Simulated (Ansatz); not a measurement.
Reactions of Cl$_{2}$Ge$_{2}$H$_{4}$ (`[Cl][GeH]([Cl])[GeH3]`).

Gas-phase electronic energies from Ansatz, PBE0-D4/def2-TZVP geometries. CBS: MP2 limit from def2 TZ/QZ plus the TZ coupled-cluster correction, frozen cores. This one scheme is used for every species. Functionals use def2-TZVPP. Elements past krypton have def2 core potentials. For Ge, Hf, I outer-core shells are correlated without core-valence functions, which leaves a few kJ/mol of doubt a bond. Scalar relativity is left out up to krypton. Each species was taken in one conformer, which may not be the lowest.

```tsv
reaction	CCSD(T)/CBS(def2) (kcal/mol)
`[Cl][GeH]([Cl])[GeH3]` + `[NH2][Hf]([F])([Cl])[Cl]` → `[F][GeH]([Cl])[GeH3]` + `[NH2][Hf]([Cl])([Cl])[Cl]`	7.4
`[Cl][GeH]([Cl])[GeH3]` + HCl → `[Cl][GeH3]` + `[Cl][GeH2][Cl]`	-7.4
`[Cl][GeH]([Cl])[GeH3]` + HI → `[GeH3][I]` + `[Cl][GeH2][Cl]`	?
`[Cl][GeH]([Cl])[GeH3]` + `[AlH3]` → `[AlH2][GeH3]` + `[Cl][GeH2][Cl]`	1.5
`[Cl][GeH]([Cl])[GeH3]` + `CBS` → `CB[S][GeH3]` + `[Cl][GeH2][Cl]`	-1.1
`[Cl][GeH]([Cl])[GeH3]` + H₂O → `[OH][GeH]([Cl])[Cl]` + GeH₄	?
`[Cl][GeH]([Cl])[GeH3]` + `C[SiH2]C` → `C[SiH](C)[GeH3]` + `[Cl][GeH2][Cl]`	4.7
```

(1) Fill in the missing values. (An estimate is asked.)

Largest T1 diagnostic: 0.014, for `[NH2][Hf]([F])([Cl])[Cl]`.

Answers

(1) Ansatz gave: `[Cl][GeH]([Cl])[GeH3]` + HI → `[GeH3][I]` + `[Cl][GeH2][Cl]`: -10.9 kcal/mol; `[Cl][GeH]([Cl])[GeH3]` + H₂O → `[OH][GeH]([Cl])[Cl]` + GeH₄: -0.4 kcal/mol.
